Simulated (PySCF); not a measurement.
C₆H₁₅Al, singlet, geometry from GFN2-xTB (such geometries of metal compounds can be far from the true shape); PBE/STO-3G (PySCF).

The PySCF input:
```python
from pyscf import gto, scf, dft

mol = gto.M(
    atom='''
Al    0.232549   -0.091272    0.177819
C     1.608220    0.294115   -1.238792
C     1.283667    1.389238   -2.267421
H     1.875854   -0.620201   -1.790321
H     2.533214    0.576096   -0.707864
H     1.068131    2.334321   -1.770271
H     0.412624    1.117327   -2.859996
H     2.118905    1.548637   -2.951296
C    -1.763680   -0.034530   -0.078423
C    -2.252066    0.366246   -1.479165
H    -2.217439    0.647448    0.657494
H    -2.185999   -1.021502    0.167608
H    -1.840267   -0.300783   -2.235816
H    -1.938183    1.380587   -1.720207
H    -3.340277    0.323835   -1.547431
C     0.944844   -0.589590    1.991071
C    -0.086424   -1.318267    2.866933
H     1.301817    0.293989    2.540497
H     1.835288   -1.227491    1.886130
H    -0.381631   -2.260931    2.407361
H    -0.984356   -0.713204    2.988061
H     0.311820   -1.534864    3.859188
''',
    basis='sto-3g',
    charge=0,
    spin=0,
    verbose=4,
)

mf = dft.RKS(mol)
mf.xc = 'pbe'
mf.diis_space = 4
mf.kernel()
mf.analyze()
```

Output, abridged:

```
PySCF version 2.14.0

[INPUT] verbose = 4
[INPUT] num. atoms = 22
[INPUT] num. electrons = 64
[INPUT] charge = 0
[INPUT] spin (= nelec alpha-beta = 2S) = 0
[INPUT] symmetry False subgroup None
[INPUT] Mole.unit = angstrom
[INPUT] Symbol           X                Y                Z      unit          X                Y                Z       unit  Magmom
[...]
nuclear repulsion = 352.299528760071
number of shells = 38
number of NR pGTOs = 162
number of NR cGTOs = 54
basis = sto-3g
ecp = {}

******** <class 'pyscf.dft.rks.RKS'> ********
method = RKS
initial guess = minao
damping factor = 0
level_shift factor = 0
DIIS = <class 'pyscf.scf.diis.CDIIS'>
diis_start_cycle = 1
diis_space = 4
diis_damp = 0
SCF conv_tol = 1e-09
SCF conv_tol_grad = None
SCF max_cycles = 50
direct_scf = True
direct_scf_tol = 1e-13
XC library pyscf.dft.libxc version 7.1.2
    S. Lehtola, C. Steigemann, M. J. T. Oliveira, and M. A. L. Marques,  SoftwareX 7, 1–5 (2018)
XC functionals = pbe
    J. P. Perdew, K. Burke, and M. Ernzerhof,  Phys. Rev. Lett. 77, 3865 (1996)
    J. P. Perdew, K. Burke, and M. Ernzerhof,  Phys. Rev. Lett. 78, 1396 (1997)
    J. P. Perdew, K. Burke, and M. Ernzerhof,  Phys. Rev. Lett. 77, 3865 (1996)
    J. P. Perdew, K. Burke, and M. Ernzerhof,  Phys. Rev. Lett. 78, 1396 (1997)
radial grids:
    Treutler-Ahlrichs [JCP 102, 346 (1995); DOI:10.1063/1.469408] (M4) radial grids

becke partition: Becke, JCP 88, 2547 (1988); DOI:10.1063/1.454033
pruning grids: <function nwchem_prune>
grids dens level: 3
symmetrized grids: False
atomic radii adjust function: <function treutler_atomic_radii_adjust>
small_rho_cutoff = 0
Set gradient conv threshold to 3.16228e-05
Initial guess from minao.
tot grids = 251008
init E= -473.580735695878
[...]
cycle= 1 E= -473.796604690949  delta_E= -0.216  |g|= 0.576  |ddm|= 5.43
[...]
cycle= 2 E= -473.747530655322  delta_E= 0.0491  |g|= 0.692  |ddm|= 1.73
[...]
cycle= 3 E= -473.900582332863  delta_E= -0.153  |g|= 0.029  |ddm|= 0.966
[...]
cycle= 4 E= -473.900794282137  delta_E= -0.000212  |g|= 0.0144  |ddm|= 0.0567
[...]
cycle= 5 E= -473.900855101485  delta_E= -6.08e-05  |g|= 0.00118  |ddm|= 0.0184
[...]
cycle= 6 E= -473.900855673191  delta_E= -5.72e-07  |g|= 0.000466  |ddm|= 0.00285
[...]
cycle= 7 E= -473.90085573838  delta_E= -6.52e-08  |g|= 0.000142  |ddm|= 0.000825
[...]
cycle= 8 E= -473.900855742975  delta_E= -4.6e-09  |g|= 7.74e-05  |ddm|= 0.000296
[...]
cycle= 9 E= -473.900855744766  delta_E= -1.79e-09  |g|= 1.79e-05  |ddm|= 0.000116
[...]
cycle= 10 E= -473.900855744847  delta_E= -8.11e-11  |g|= 6.46e-06  |ddm|= 2.71e-05
[...]
Extra cycle  E= -473.900855744842  delta_E= 4.55e-12  |g|= 7.37e-06  |ddm|= 1.76e-05
converged SCF energy = -473.900855744842
**** SCF Summaries ****
Total Energy =                        -473.900855744842318
Nuclear Repulsion Energy =             352.299528760070814
One-electron Energy =                -1350.768291397073654
Two-electron Energy =                  524.567906892160522
Two-electron Coulomb Energy =          581.035686352549419
DFT Exchange-Correlation Energy =      -56.467779460388897
HOMO-LUMO gap [eV] =                     6.839906054322277
**** MO energy ****
[...]
 ** Mulliken pop on meta-lowdin orthogonal AOs  **
 ** Mulliken pop  **
 ** Mulliken atomic charges  **
charge of    0Al =      0.69697
charge of    1C =     -0.25541
charge of    2C =     -0.15383
charge of    3H =      0.02835
charge of    4H =      0.02686
charge of    5H =      0.03784
charge of    6H =      0.04318
charge of    7H =      0.04248
charge of    8C =     -0.25404
charge of    9C =     -0.15367
charge of   10H =      0.02856
charge of   11H =      0.02887
charge of   12H =      0.03978
charge of   13H =      0.04122
charge of   14H =      0.04193
charge of   15C =     -0.25909
charge of   16C =     -0.15397
charge of   17H =      0.02772
charge of   18H =      0.02668
charge of   19H =      0.03799
charge of   20H =      0.04064
charge of   21H =      0.04094
Dipole moment(X, Y, Z, Debye):  0.05784, -0.01590, -0.03606
```
